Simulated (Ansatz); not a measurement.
Consider the formal exchange of groups at a C–C bond: `CCCC=O` + `[ZnH2]` → `CC[CH2][ZnH]` + `C=O`.

Program: Ansatz. Geometries: PBE0-D4/def2-TZVP. ΔE: electronic, gas phase. CCSD(T)/CBS is the MP2 limit (def2-TZVPP, def2-QZVPP) plus CCSD(T) − MP2 in def2-TZVPP, frozen cores. This one scheme is used for every species. Functionals use def2-TZVPP. For Zn outer-core shells are correlated without core-valence functions, which leaves a few kJ/mol of doubt a bond. Scalar relativity is left out up to krypton. One conformer a species, not always the lowest.

`CCCC=O`:

Z-matrix (Å, degrees):
```
C
C 1 1.518
H 1 1.094 2 111.3
H 1 1.092 2 111.3 3 -120.0
H 1 1.094 2 111.3 3 119.9
C 2 1.515 1 112.5 3 -59.9
H 2 1.094 1 110.3 3 61.9
H 2 1.094 1 110.3 3 178.2
C 6 1.498 2 114.9 1 -179.9
H 6 1.100 2 111.6 1 58.3
H 6 1.099 2 111.5 1 -58.0
O 9 1.200 6 125.0 2 0.1
H 9 1.113 6 114.8 2 -180.0
```

`[ZnH2]`:

Cartesian coordinates in Å:
```
Zn 0.000 0.000 0.000
H 0.998 -1.165 -0.180
H -0.998 1.165 0.180
```

`CC[CH2][ZnH]`:

Cartesian coordinates in Å:
```
C -1.024 -0.111 1.006
C -0.605 -0.568 -0.382
C 0.885 -0.370 -0.653
Zn 1.533 1.469 -0.478
H -0.856 0.964 1.139
H -2.083 -0.303 1.196
H -0.448 -0.628 1.779
H -0.870 -1.626 -0.498
H -1.198 -0.032 -1.131
H 1.470 -0.992 0.037
H 1.140 -0.725 -1.659
H 2.057 2.920 -0.356
```

`C=O`:

```xyz
4

C    -0.003    0.002   -0.004
O     0.677   -0.378    0.903
H    -0.496    0.994    0.007
H    -0.178   -0.618   -0.906
```

CCSD(T)/CBS gives +5.1 kcal/mol.

Another level gave +7.2 kcal/mol. Which?
A. ωB97M-V/def2-TZVPP
B. HF/def2-TZVPP
C. CCSD/def2-TZVPP
D. MP2/def2-TZVPP

A. ωB97M-V 7.2, MP2/def2-TZVPP 4.4, CCSD/def2-TZVPP 6.1, HF/def2-TZVPP 10.3 kcal/mol.

Largest T1 diagnostic among the species: 0.016.

From PBE to PBE0 (25 % exact exchange), in def2-TZVPP and without D4, ΔE moves by +1.0 kcal/mol. In def2-TZVPP, CCSD(T) changes the Hartree–Fock value by −4.7 kcal/mol (the triples alone add −0.5 kcal/mol) and MP2 by −5.9 kcal/mol.

CCSD(T)/CBS has its own doubt, a few kJ/mol and more with outer-core shells, so smaller differences from it don't rank the levels.
